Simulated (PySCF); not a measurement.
SnHI, SMILES [I][SnH] (connectivity only; charge and spin as stated), neutral, multiplicity 1. Atoms are numbered in the order given.

```xyz
3

Sn     0.0363    -1.4045     0.0000
H     -1.7433    -1.5175     0.0000
I     -0.0013     1.3536     0.0000
```

Coordinates come from a B3LYP-D3(BJ)/def2-TZVP optimisation. The def2 effective core potentials stand for the cores of I, Sn; spin–orbit coupling is left out.

All values below come from PySCF with ωB97X/def2-TZVPD.

Mulliken values depend strongly on the basis, most of all with diffuse functions as here. ESP charges are fitted to the potential on shells at 1.4 to 2.0 van der Waals radii. Atomic charges (e):

```csv
atom,ESP fit,Mulliken
Sn1,?,0.38
H2,?,-0.11
I3,?,-0.27
```

### Question
Complete the blanks. (The exact figures need the calculation; the answer reports its results.)

### Answer

- Sn1, ESP fit: 0.31
- H2, ESP fit: -0.10
- I3, ESP fit: -0.21
